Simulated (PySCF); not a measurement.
## Germanium: a sound run and one with changed settings

Sound run: Ge [Ar] 3d10 4s2 4p2, Ge⁺ [Ar] 3d10 4s2 4p1. Computed with PySCF 2.14 in x2c-TZVPall, with the spin-free X2C one-electron Hamiltonian (Gaussian nucleus). The sound run starts from symmetry-adapted Hartree-Fock orbitals and uses a fine grid where one is needed.

A second run was set up differently.

| species | method | sound run (hartree) | changed run (hartree) | converged |
| --- | --- | --- | --- | --- |
| Ge | UHF | -2097.04821 | -2097.04821 | yes |
| Ge | M06-L | -2098.63153 | -2098.65911 | yes |
| Ge | LDA | -2095.42262 | -2095.48919 | yes |
| Ge⁺ | UHF | -2096.77574 | -2096.77574 | yes |
| Ge⁺ | M06-L | -2098.35007 | -2098.38327 | yes |
| Ge⁺ | LDA | -2095.12838 | -2095.19544 | yes |

Ionisation energy of Ge:

```csv
method,sound run (eV),changed run (eV)
UHF,7.414,7.414
M06-L,7.659,7.506
LDA,8.007,7.993
```

Task: What was changed?
A. a valence shell is frozen
B. too few SCF iterations
C. radial grid too coarse
D. minimal basis

Result: C. It used radial step 0.5 in ln r (0.13 in the sound run). A coarse radial grid mis-integrates the density and the exchange-correlation energy, with errors of either sign; Hartree-Fock needs no grid.
